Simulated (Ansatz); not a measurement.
Reaction (SMILES): [O]=[W](=[O])=[O] -> [O]=[W](=[O])=[O] as triplet, charge 0
Geometries: B3LYP-D3(BJ)/def2-TZVP minima from Ansatz (an electronic-structure program). Frequencies are from Ansatz. Unstable Hartree-Fock reference: [O]=[W](=[O])=[O]. High T1 diagnostic, so coupled cluster is less sure: [O]=[W](=[O])=[O]. [O]=[W](=[O])=[O] as triplet, charge 0: The spin state was set by rule; other spins were not relaxed. A spin state is the lowest found, not a proven ground state.

Wanted: adiabatic triplet-singlet gap (0 K, with B3LYP-D3(BJ) harmonic zero-point energies), in kcal/mol. Correlated levels leave the core frozen unless marked. Open shells are spin-unrestricted. No spin-orbit coupling. Frozen are the shells of the preceding noble gas and the d and f shells that filled before the atom's block. In def2 rows, elements after Kr have scalar-relativistic effective core potentials. Basis-set limits of correlation are two-point, X^-3; Hartree-Fock from the larger set. [CCSD(T)-MP2]/basis is that difference in the basis named.

| level | program | adiabatic triplet-singlet gap (kcal/mol) | minus last row |
|---|---|---|---|
| HF/def2-QZVPPD | Ansatz | -9.9 | -50.9 |
| revPBE-D3(BJ)/def2-TZVPD | Ansatz + dftd3 | 39.6 | -1.4 |
| r2SCAN/def2-TZVPD | Ansatz | 35.0 | -6.0 |
| r2SCAN-D3(BJ)/def2-TZVPD | Ansatz + dftd3 | 35.0 | -6.0 |
| B3LYP/def2-TZVPD | Ansatz | 34.6 | -6.4 |
| PBE0-D3(BJ)/def2-TZVP | Ansatz + dftd3 | 34.4 | -6.6 |
| PBE0/def2-TZVP | Ansatz | 34.4 | -6.6 |
| CAM-B3LYP-D4/def2-TZVPD | Ansatz + dftd4 | 32.2 | -8.8 |
| CAM-B3LYP/def2-TZVPD | Ansatz | 32.2 | -8.8 |
| MP2/def2-SVP | Ansatz | 62.8 | 21.8 |
| SCS-MP2/def2-SVP | Ansatz | 57.6 | 16.6 |
| SCS-MP2/def2-SVPD | Ansatz | 58.0 | 17.0 |
| CCSD/def2-TZVPP | Ansatz | 31.6 | -9.4 |
| CCSD(T)/def2-SVPD | Ansatz | 38.3 | -2.7 |
| RI-MP2/CBS(def2-TZVPP,def2-QZVPP)+[CCSD(T)-MP2]/def2-TZVPP | Ansatz | 41.0 | 0.0 |
